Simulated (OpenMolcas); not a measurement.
## Lines of C2+: computed and rescaled rates

```json
{
  "Program": "OpenMolcas 26.06",
  "Method": "MS-CASPT2, IPEA 0.25 Eh, imaginary shift 0.1 Eh (closed shells correlated: 1s)",
  "Basis": "ANO-RCC-VQZP [5s4p3d2f1g]",
  "Scalar Hamiltonian": "DKH2, point nucleus",
  "Active space": "2 electrons in 8 orbitals (2s 2p 3s 3p)",
  "State averaging": "2S+1 = 3 even, 3 roots; 2S+1 = 1 even, 7 roots; 2S+1 = 3 odd, 3 roots; 2S+1 = 1 odd, 3 roots",
  "Spin-orbit coupling": "RASSI with atomic mean-field integrals over the reference wave functions, term energies averaged over their components"
}
```

Rates come from the transition moments of the reference wave functions (E1 and E2 in the length form). At fixed line strength A goes as λ^-3 for E1 and M1 and as λ^-5 for E2, so a rate at the computed wavelength can be rescaled to the measured one. Measured vacuum wavelengths follow from level energies in Moore, Selected Tables of Atomic Spectra, NSRDS-NBS 3, section 3. Branching counts decays inside the model space alone, at computed energies, and the table is only a selection of the E1 lines, drawn from those between levels with measured partners whose computed energy lies within a factor of 1.5 of the measured one.

| Upper | Lower | Type | λ computed (nm) | λ measured (nm) | A computed (s-1) | A rescaled (s-1) | Branching % |
| --- | --- | --- | --- | --- | --- | --- | --- |
| 2p² ¹D₂ | 2s 2p ¹P°₁ | E1 | 231 | 229.8 | 2.03e+08 | 2.06e+08 | 100.0 |
| 2s 2p ³P°₁ | 2s² ¹S₀ | E1 | 191 | 190.9 | 9.31e+01 |  | 100.0 |
| 2p² ¹S₀ | 2s 2p ¹P°₁ | E1 | 126.1 | 124.7 | 2.82e+09 | 2.92e+09 | 100.0 |
| 2p² ³P₁ | 2s 2p ³P°₂ | E1 | 117.6 | 117.6 | 6.04e+08 | 6.04e+08 | 41.6 |
| 2p² ³P₀ | 2s 2p ³P°₁ | E1 | 117.6 | 117.6 | 1.45e+09 | 1.45e+09 | 100.0 |
| 2p² ³P₂ | 2s 2p ³P°₂ | E1 | 117.6 | 117.6 | 1.09e+09 | 1.09e+09 | 75.0 |
| 2p² ³P₁ | 2s 2p ³P°₁ | E1 | 117.6 | 117.6 | 3.63e+08 | 3.63e+08 | 25.0 |
| 2p² ³P₁ | 2s 2p ³P°₀ | E1 | 117.5 | 117.5 | 4.84e+08 | 4.84e+08 | 33.4 |
| 2p² ³P₂ | 2s 2p ³P°₁ | E1 | 117.5 | 117.5 | 3.64e+08 | 3.64e+08 | 25.0 |
| 2s 2p ¹P°₁ | 2s² ¹S₀ | E1 | 96.62 | 97.7 | 1.75e+09 | 1.69e+09 | 100.0 |

Spin-changing lines and M1 lines between different terms are not rescaled, since their strength hangs on the term gaps too.

The largest correction is for 2p² ¹S₀ → 2s 2p ¹P°₁ (E1): 2.82e+09 × (126.1 / 124.7)^3 = 2.92e+09 s-1, a factor of 1.03.

The computed rate and branching of 2s 2p ¹P°₁ → 2s² ¹S₀ give the upper level a radiative lifetime of 1.000 / 1.75e+09 s-1 = 5.71e-10 s, counting decays inside the model space alone. The rescaled rate gives about 5.9e-10 s.

No measured rate stands beside these. Rescaling mends the energy factor alone: line strengths can still be far off where a level mixes with configurations outside the active space, and weak or spin-changing lines hang on small mixing coefficients that depend on the term gaps too, so rescaling need not improve them.

Active for correlation alone: 3p 3s; no level in the range computed is led by a configuration that fills them, so any true level of that kind is missing. Measured partners are found by configuration, term and J. A level has none where our copy of the source lacks it or the pairing is in doubt (some pairs that miss far off the trend of their configuration count as doubtful). Levels of configurations outside the active space are missing.

° marks odd parity.
